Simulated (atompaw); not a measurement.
## La (Z = 57): one change to a PAW (atompaw) potential, before and after

atompaw 4.2.0.5 input, output lines left out:

```
La 57
GGA-PBE loggrid 2001 logderivrange -4 5 226
6 6 5 4 0 0
6 0 0.5
6 1 0
5 2 1
4 3 0
0 0 0
c
c
c
c
c
v
c
c
c
v
v
c
c
v
v
3
3.00 2.55 2.80 2.85
y
3.35
n
n
y
-0.3
n
y
0.5
n
bloechl besselshape
4 1 troulliermartins
```

All-electron outer shells of the reference configuration (PBE, non-relativistic, ld1.x):

```csv
shell,level (eV),outermost node (bohr),outermost maximum (bohr)
4d,-116.63,0.32,0.67
5s,-44.80,0.81,1.47
5p,-31.18,0.84,1.60
4f,-16.70,–,0.72
5d,-12.04,0.94,2.11
6s,-10.39,1.92,3.65
6p,-7.58,2.18,4.35
```

Change: all radii scaled by about 0.90 (s 2.70, p 1.84, d 2.34, f 1.62 bohr); local potential troulliermartins scheme with l = 4 at 1 Ry, radius 2.52 bohr; augmentation besselshape compensation charge, radius 2.30 bohr; PAW radius 2.70 bohr; waves and projectors: bloechl; core correction smooth core density matched at 2.56 bohr.

Cutoffs: the cutoffs (Ry, on a coarse ladder) from which the occupation-weighted sum of valence levels, in a spherical-Bessel basis at the reference potential, stays within 10 and 1 mRy of its value at 400 Ry; they do not see the model core or the augmentation charge, which bear on the density cutoff.

**Question.** What does the change do?

**Answer.** The potential gets harder (18 Ry and 30 Ry → 21 Ry and 35 Ry); both files keep a bound ghost (s). A smaller radius makes the pseudo-wave follow the all-electron one further in, where it bends more sharply, so more plane waves are needed.

```tsv
quantity	base	changed
cutoff, loose	18 Ry	21 Ry
cutoff, tight	30 Ry	35 Ry
loose cutoff by channel (10 mRy a level)	s 6 Ry, p 12 Ry, d 12 Ry	s 8 Ry, p 15 Ry, d 12 Ry
bound ghosts	s	s
lowest overlap eigenvalue by channel	s 0.68, p 0.64, d 0.02, f 1.00	s 0.34, p 0.58, d 0.01, f 1.00
```

Changed file: The cutoffs count occupied waves only; the empty 4f level needs 30 Ry at the loose tolerance. A true bound ghost makes a file unfit for plane-wave use even where its test errors are small: the radial tests pick states by their node count and pass the ghost by. The cutoffs see the waves, projectors and local potential, not the compensation charge or the core.
